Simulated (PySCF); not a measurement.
Species: `C[Si@@H]1C[C@H]1[SiH](O)O`. The columns A, B, C and D hold Mulliken, IAO, Hirshfeld and ESP-fitted charges (e) of one PBE0/pcSseg-1 density (PySCF), in a shuffled order. Coordinates in Å (GFN2-xTB); the density's dipole moment is (-0.89, -1.15, 0.10) D.

| atom | x | y | z | A | B | C | D |
| --- | --- | --- | --- | --- | --- | --- | --- |
| C1 | -2.800 | 0.527 | 0.932 | -0.707 | -0.202 | -0.739 | -0.615 |
| Si2 | -1.393 | 0.315 | -0.315 | +0.819 | +0.347 | +0.572 | +0.680 |
| C3 | -0.484 | -1.329 | -0.399 | -0.531 | -0.179 | -0.779 | -0.448 |
| C4 | 0.317 | -0.197 | 0.292 | -0.695 | -0.219 | -0.325 | -0.767 |
| Si5 | 1.925 | 0.339 | -0.508 | +1.344 | +0.445 | +0.928 | +1.121 |
| O6 | 3.135 | -0.749 | -0.319 | -0.803 | -0.322 | -0.763 | -0.563 |
| O7 | 2.427 | 1.682 | 0.250 | -0.795 | -0.313 | -0.833 | -0.547 |
| H8 | -2.860 | 1.556 | 1.274 | +0.163 | +0.047 | +0.191 | +0.146 |
| H9 | -2.659 | -0.106 | 1.801 | +0.164 | +0.050 | +0.207 | +0.142 |
| H10 | -3.756 | 0.273 | 0.484 | +0.162 | +0.046 | +0.201 | +0.144 |
| H11 | -1.524 | 1.081 | -1.546 | -0.107 | -0.065 | -0.079 | -0.052 |
| H12 | -0.084 | -1.669 | -1.345 | +0.140 | +0.032 | +0.203 | +0.135 |
| H13 | -0.756 | -2.166 | 0.231 | +0.151 | +0.038 | +0.261 | +0.144 |
| H14 | 0.405 | -0.334 | 1.365 | +0.163 | +0.042 | +0.172 | +0.170 |
| H15 | 1.752 | 0.589 | -1.941 | -0.202 | -0.100 | -0.182 | -0.180 |
| H16 | 2.986 | -1.658 | -0.559 | +0.367 | +0.174 | +0.454 | +0.243 |
| H17 | 3.363 | 1.858 | 0.293 | +0.368 | +0.178 | +0.513 | +0.247 |

Which column most likely holds the ESP-fitted charges?

C. Σ q r misses the density's dipole by 0.06 D (C), 1.17 D (B), 2.52 D (D), 2.56 D (A). Charges fitted to the outside potential are the only set here that is tied to the molecule's multipoles.

And the Hirshfeld charges?

B. The mean sizes are 0.165 e (B), 0.373 e (D), 0.435 e (C), 0.452 e (A), and Hirshfeld charges are commonly the smallest of these schemes.

As computed, A = IAO, B = Hirshfeld, C = ESP-fitted, D = Mulliken. Hydrogens on carbon: IAO +0.14 to +0.16, Hirshfeld +0.03 to +0.05, ESP-fitted +0.17 to +0.26, Mulliken +0.13 to +0.17 e.

The Mulliken scheme gives each basis function's population to the atom it is centred on and halves the overlap population of two atoms between them. The ESP scheme fits charges at the nuclei, held to the total charge, to the electrostatic potential on points at 1.4 to 2.0 times the van der Waals radii.

The structure is a single GFN2-xTB conformer in the gas phase; no vibrational or solvent corrections.

The run behind these numbers computed NMR shieldings as well. On Arm Neoverse N1, one thread, shared host with 64 logical CPUs at a one-minute load of 60, this took 48 s of wall time and 0.82 GiB of memory at its peak.

Shape of the structure used: `[CH3:1][Si@@H:2]1[CH2:3][C@H:4]1[SiH:5]([OH:6])[OH:7]`: C3–C4–Si5–O6 -73°, H–O6–Si5–C4 52°, H–O7–Si5–C4 151°.
